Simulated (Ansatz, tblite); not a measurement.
Isomers of Cd₂Te⁺ (doublet), found by a short tight-binding search and relaxed with PBE-D4/def2-TZVP in Ansatz.

In the def2 sets Cd, Te take a core potential; there is no spin–orbit coupling. The xTB rows come from tblite. Correlated methods freeze 4 core orbitals; core or outer-core shells of Cd, Te are correlated, in sets that lack core-valence functions. In CCSD on the charge 1 doublet the largest single amplitude is 0.18, so its Hartree–Fock determinant may place the open shell otherwise than the density functionals do.

Run but left out: MP2/def2-SVP (B: ⟨S²⟩ 0.91, where a pure state has 0.75).

A: At BLYP-D4/def2-TZVP the gap within one spin of the charge 1 doublet nearly closes, so an electron or hole may be smeared out by delocalisation error. B: At CCSD(T)/def2-SVP the charge 1 doublet is spin-contaminated (final ⟨S²⟩ up to 0.91, 0.75 for a pure state).

Other spin states were run for one of them alone.

A:

```xyz
3

Cd   -0.020    0.026   -0.044
Cd    0.523   -1.979    1.839
Te   -0.503    1.953   -1.795
```

B:

| atom | x (Å) | y (Å) | z (Å) |
| --- | --- | --- | --- |
| Cd1 | -1.9377 | 0.3180 | -1.4387 |
| Cd2 | 1.8120 | 0.5837 | 1.5172 |
| Te3 | 0.1258 | -0.9017 | -0.0785 |

Task: Estimate their order by electronic energy at PBE0-D4/def2-TZVP, counted from the lowest.

Result: A (0.0) < B (8.8), in kJ/mol.

Task: Do the other levels pick the same lowest one?

Result: Not PBE-D4/def2-TZVP, revPBE-D4/def2-TZVP, BLYP-D4/def2-TZVP. Energies above each level's lowest (kJ/mol):

| level | A | B |
| --- | --- | --- |
| GFN1-xTB | 0.0 | 11.7 |
| GFN2-xTB | 0.0 | 0.2 |
| HF/def2-SVP | 0.0 | 45.1 |
| PBE-D4/def2-TZVP | 2.9 | 0.0 |
| revPBE-D4/def2-TZVP | 4.3 | 0.0 |
| BLYP-D4/def2-TZVP | 4.1 | 0.0 |
| r2SCAN-D4/def2-TZVP | 0.0 | 11.3 |
| PBE0-D4/def2-TZVP | 0.0 | 8.8 |
| CCSD/def2-SVP | 0.0 | 40.0 |
| CCSD(T)/def2-SVP | 0.0 | 34.3 |
Point groups (tolerance 0.1 Å): A C∞v, B C2v. Lower isomers may exist.
